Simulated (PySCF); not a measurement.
C6H15OP.
Bonds: C1–O2, O2–C3, C3–P4, P4–C5, P4–C6, C6–C7, C6–C8. Hydrogens: H9, H10, H11 on C1; H12, H13 on C3; H14, H15, H16 on C5; H17 on C6; H18, H19, H20 on C7; H21, H22, H23 on C8.

The same species was optimised twice, with GFN2-xTB and with PBE0-D3(BJ)/def2-SVP (PySCF), and the same property calculations (PySCF, gas phase) were run on both structures.

```tsv
coordinate	GFN2-xTB	PBE0-D3(BJ)/def2-SVP	change
C3–P4 (Å)	1.870	1.857	-0.013
C1–O2 (Å)	1.402	1.394	-0.008
P4–C6 (Å)	1.880	1.872	-0.008
O2–C3 (Å)	1.404	1.397	-0.007
C6–C8 (Å)	1.526	1.524	-0.002
C6–C7 (Å)	1.526	1.525	-0.001
P4–C5 (Å)	1.851	1.850	-0.001
O2–C3–P4 (°)	110.6	112.4	+1.8
C3–P4–C5 (°)	96.6	98.0	+1.4
C5–P4–C6 (°)	99.0	100.4	+1.4
C7–C6–C8 (°)	110.1	111.4	+1.3
C3–P4–C6 (°)	98.8	99.6	+0.8
P4–C6–C7 (°)	109.3	109.8	+0.5
C1–O2–C3 (°)	113.0	113.5	+0.5
P4–C6–C8 (°)	110.1	110.3	+0.2
C1–O2–C3–P4 (°)	-178	-178	0
O2–C3–P4–C5 (°)	54	56	+2
C3–P4–C6–C7 (°)	172	173	+1
```

Rotational constants: A = 2258, B = 1139, C = 925.4 MHz (GFN2-xTB) against A = 2256, B = 1131, C = 911.3 MHz (PBE0-D3(BJ)/def2-SVP). Point groups within 0.08 Å: C1 and C1.

On the GFN2-xTB structure: HOMO (eV) -6.52 [PBE0/pcSseg-1]; LUMO (eV) 1.26 [PBE0/pcSseg-1]; dipole (D) 1.62 [PBE0/pcSseg-1]; GIAO shielding of C1 (ppm) 123.7 [PBE0/pcSseg-1]; GIAO shielding of O2 (ppm) 322.2 [PBE0/pcSseg-1]; GIAO shielding of C3 (ppm) 113.6 [PBE0/pcSseg-1]; GIAO shielding of P4 (ppm) 353.4 [PBE0/pcSseg-1]; GIAO shielding of C5 (ppm) 176.8 [PBE0/pcSseg-1]; GIAO shielding of C6 (ppm) 156.9 [PBE0/pcSseg-1]; GIAO shielding of C7/C8 (mean) (ppm) 165.7 [PBE0/pcSseg-1].

Problem. What do these properties become on the PBE0-D3(BJ)/def2-SVP structure?

Solution. 
```json
{"property": "HOMO (eV)", "level": "PBE0/pcSseg-1", "on GFN2-xTB": "-6.52", "on PBE0-D3(BJ)/def2-SVP": "-6.45", "change": "+0.07"}
{"property": "LUMO (eV)", "level": "PBE0/pcSseg-1", "on GFN2-xTB": "1.26", "on PBE0-D3(BJ)/def2-SVP": "1.24", "change": "-0.02"}
{"property": "dipole (D)", "level": "PBE0/pcSseg-1", "on GFN2-xTB": "1.62", "on PBE0-D3(BJ)/def2-SVP": "1.54", "change": "-0.08"}
{"property": "energy, GFN2-xTB geometry as zero (kcal/mol)", "level": "PBE0/pcSseg-1", "on GFN2-xTB": "0.0", "on PBE0-D3(BJ)/def2-SVP": "-0.6", "change": "-0.6"}
{"property": "GIAO shielding of C1 (ppm)", "level": "PBE0/pcSseg-1", "on GFN2-xTB": "123.7", "on PBE0-D3(BJ)/def2-SVP": "123.1", "change": "-0.6"}
{"property": "GIAO shielding of O2 (ppm)", "level": "PBE0/pcSseg-1", "on GFN2-xTB": "322.2", "on PBE0-D3(BJ)/def2-SVP": "324.6", "change": "+2.4"}
{"property": "GIAO shielding of C3 (ppm)", "level": "PBE0/pcSseg-1", "on GFN2-xTB": "113.6", "on PBE0-D3(BJ)/def2-SVP": "114.2", "change": "+0.6"}
{"property": "GIAO shielding of P4 (ppm)", "level": "PBE0/pcSseg-1", "on GFN2-xTB": "353.4", "on PBE0-D3(BJ)/def2-SVP": "353.0", "change": "-0.4"}
{"property": "GIAO shielding of C5 (ppm)", "level": "PBE0/pcSseg-1", "on GFN2-xTB": "176.8", "on PBE0-D3(BJ)/def2-SVP": "175.9", "change": "-0.9"}
{"property": "GIAO shielding of C6 (ppm)", "level": "PBE0/pcSseg-1", "on GFN2-xTB": "156.9", "on PBE0-D3(BJ)/def2-SVP": "158.3", "change": "+1.4"}
{"property": "GIAO shielding of C7/C8 (mean) (ppm)", "level": "PBE0/pcSseg-1", "on GFN2-xTB": "165.7", "on PBE0-D3(BJ)/def2-SVP": "164.2", "change": "-1.5"}
```

The heavy atoms differ by 0.032 Å rms after alignment. Among bonds between heavy atoms C3–P4 changes most (-0.013 Å). Changes are differences of the printed values. Neither structure is proved a minimum here.

The values belong to the conformer `[CH3:1][O:2][CH2:3][P:4]([CH3:5])[CH:6]([CH3:7])[CH3:8]`: C1–O2–C3–P4 -178°, O2–C3–P4–C5 56°, C3–P4–C6–C7 173°.
